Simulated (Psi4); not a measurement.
Cl2Si (SMILES Cl[Si]Cl), singlet, geometry from GFN2-xTB. Base run: SVWN/3-21G (Psi4).

Geometry (Å):
```xyz
3

Si     0.0009     0.0053     0.9238
Cl     1.0160     1.2132    -0.3883
Cl    -1.0167    -1.2175    -0.3725
```
All else is at Psi4's defaults (density fitting, Cartesian functions).
Base energy -1200.82878 Eh.

The base run was repeated with changes; each row names its change, and settings that it needs were set with it.

```csv
change,ΔE vs base (µEh),SCF cycles,grid points,basis functions
base,0.0,7,62460,39
e_convergence = 1e-10,0.0,8,62460,39
cholesky_tolerance = 1e-6 (with scf_type cd),305,7,62460,39
dft_spherical_points = 110,557,7,23088,39
scf_type = cd,223,7,62460,39
dft_radial_scheme = multiexp,-0.3,7,67731,39
dft_pruning_scheme = treutler,32.0,7,33594,39
df_basis_scf = cc-pvtz-jkfit,250,7,62460,39
e_convergence = 1e-4,0.0,7,62460,39
scf_type = dfdirj+cosx,59.3,8,62460,39
dft_nuclear_scheme = stratmann,1.4,7,58820,39
scf_initial_accelerator = ediis,0.0,7,62460,39
dft_basis_tolerance = 1e-8,0.0,7,60274,39
```
